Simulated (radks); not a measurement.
All-electron atom: O3+ in [He] 2s2 5f1 (not the ground configuration).

Calculated with a radial shooting solver on a logarithmic mesh with Libxc functionals: non-relativistic Kohn-Sham, r2SCAN, spin-unpolarised, spherical densities, point nucleus; meta-GGA in the generalised Kohn-Sham scheme.

Energy parts (eV):
total: -1867.982
kinetic: 1865.339
electron-nucleus: -4044.810
Hartree: 476.863
exchange-correlation: -165.375

Orbitals (lengths in bohr, moments of r in powers of bohr; <r^-3> diverges for s and p1/2):
[
 {"orbital": "1s", "occ.": "2", "eigenvalue (eV)": "-621.1278", "<r^-3>": "-"},
 {"orbital": "2s", "occ.": "2", "eigenvalue (eV)": "-98.8473", "<r^-3>": "-"},
 {"orbital": "5f", "occ.": "1", "eigenvalue (eV)": "-7.4937", "<r^-3>": "0.01191"}
]

The highest occupied level is 5f at -7.494 eV. The electron density at the nucleus is 322.1 e/bohr^3. Summed over all electrons, <r^2> = 74.23 bohr^2, which gives a Langevin (diamagnetic) susceptibility term of -58.8 x 10^-6 cm^3/mol. Virial ratio -V/T = 2.00142. The density falls to 0.001 e/bohr^3 at r = 2.65 bohr.
